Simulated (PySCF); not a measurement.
Job file and geometry (Å, from GFN2-xTB) of an NMR shielding run on `[N+]1(C)(C)CC=C(C)[BH2-]1`, C$_{6}$H$_{14}$BN, GIAO PBE0/pcSseg-1 NMR shielding, non-relativistic, gas phase (PySCF 2.14.0, density-fitted response routines); density fitting, a coarse starting grid and PySCF grid level 2 are the driver's defaults:

```
$ OMP_NUM_THREADS=1 python probes_run.py task.json out

{"job": {"kind": "nmr", "xc": "PBE0", "basis": "pcSseg-1"}, "charge": 0, "multiplicity": 1}
C      2.835271    -0.130173     0.803666
C      1.476086     0.107177     0.235173
C      0.930099     1.312035     0.109013
C     -0.433459     1.271101    -0.520112
N     -0.915406    -0.106099    -0.297801
C     -1.517193    -0.188373     1.029569
C     -1.890059    -0.519238    -1.297473
B      0.474619    -1.016971    -0.319487
H      2.762543    -0.768709     1.683671
H      3.450126    -0.655377     0.074153
H      3.330324     0.800549     1.081476
H      1.367752     2.264496     0.372887
H     -0.355127     1.442697    -1.599655
H     -1.134939     2.007237    -0.108504
H     -1.804463    -1.216167     1.239118
H     -0.782605     0.125846     1.767395
H     -2.400737     0.453498     1.099329
H     -1.446201    -0.454283    -2.288496
H     -2.172335    -1.555017    -1.116681
H     -2.785686     0.108737    -1.261138
H      0.306706    -1.970302     0.371023
H      0.694275    -1.293277    -1.458760
```

Problem. What does the program print?

Solution. 
```
coarse grid: 17344 points
cycle   1  E = -316.0936190981  dE =  9.744e-01  |g| = 5.275e-01  |ddm| = 3.969e+00
cycle   2  E = -316.0692586025  dE =  2.436e-02  |g| = 6.332e-01  |ddm| = 1.338e+00
cycle   3  E = -316.1727713259  dE = -1.035e-01  |g| = 1.043e-01  |ddm| = 7.997e-01
cycle   4  E = -316.1749465662  dE = -2.175e-03  |g| = 4.527e-02  |ddm| = 1.145e-01
cycle   5  E = -316.1754234205  dE = -4.769e-04  |g| = 1.110e-02  |ddm| = 4.784e-02
cycle   6  E = -316.1754536826  dE = -3.026e-05  |g| = 3.058e-03  |ddm| = 1.406e-02
cycle   7  E = -316.1754557547  dE = -2.072e-06  |g| = 8.197e-04  |ddm| = 3.418e-03
final grid: 164656 points
cycle   8  E = -316.2214059270  dE = -6.568e-05  |g| = 1.002e-02  |ddm| = 4.268e-02
cycle   9  E = -316.2213990927  dE =  6.834e-06  |g| = 1.129e-02  |ddm| = 2.290e-02
cycle  10  E = -316.2214331439  dE = -3.405e-05  |g| = 1.219e-03  |ddm| = 1.288e-02
cycle  11  E = -316.2214334397  dE = -2.958e-07  |g| = 2.782e-04  |ddm| = 1.057e-03
cycle  12  E = -316.2214334539  dE = -1.421e-08  |g| = 9.525e-05  |ddm| = 2.859e-04
cycle  13  E = -316.2214334559  dE = -1.982e-09  |g| = 3.631e-05  |ddm| = 1.252e-04
cycle  14  E = -316.2214334562  dE = -3.145e-10  |g| = 1.014e-05  |ddm| = 3.731e-05
converged SCF energy = -316.2214334562

GIAO shielding tensors (ppm)
atom      isotropic    diamagn.    paramagn.     s11        s22        s33       span
  0 C      164.425     245.194     -80.769    149.890    157.744    185.640     35.750
  1 C       12.795     263.349    -250.554   -104.910    -17.659    160.955    265.864
  2 C       67.525     257.138    -189.613    -29.552    107.473    124.653    154.205
  3 C      115.769     251.839    -136.070     83.402    106.123    157.780     74.378
  4 N      200.284     321.876    -121.592    173.380    198.876    228.597     55.217
  5 C      135.845     248.737    -112.892     96.760    124.905    185.871     89.110
  6 C      135.709     245.604    -109.896    106.099    118.393    182.635     76.537
  7 B      106.249     190.103     -83.854     84.522     96.997    137.228     52.706
  8 H       29.690      29.061       0.630     25.615     28.372     35.084      9.468
  9 H       29.717      28.280       1.438     25.613     27.967     35.572      9.959
 10 H       29.770      28.761       1.010     25.752     28.651     34.908      9.155
 11 H       26.482      34.264      -7.782     24.642     25.509     29.293      4.651
 12 H       27.900      32.622      -4.722     23.805     27.433     32.461      8.656
 13 H       28.663      32.834      -4.171     24.964     27.197     33.829      8.864
 14 H       29.268      31.199      -1.931     25.297     27.160     35.346     10.050
 15 H       28.298      31.868      -3.570     23.713     28.218     32.961      9.248
 16 H       29.886      31.090      -1.204     26.126     27.198     36.335     10.209
 17 H       28.785      30.034      -1.249     24.814     26.824     34.717      9.903
 18 H       28.859      29.513      -0.654     24.897     26.244     35.437     10.540
 19 H       29.381      29.322       0.060     25.536     26.604     36.003     10.467
 20 H       29.289      33.635      -4.346     25.691     28.456     33.722      8.031
 21 H       28.874      33.032      -4.158     25.399     28.426     32.798      7.399
```

Size and cost of the density-fitted run: 206 basis functions, 2.2 min wall time on 1 thread of an Intel Xeon, shared host; peak memory 0.94 GiB.
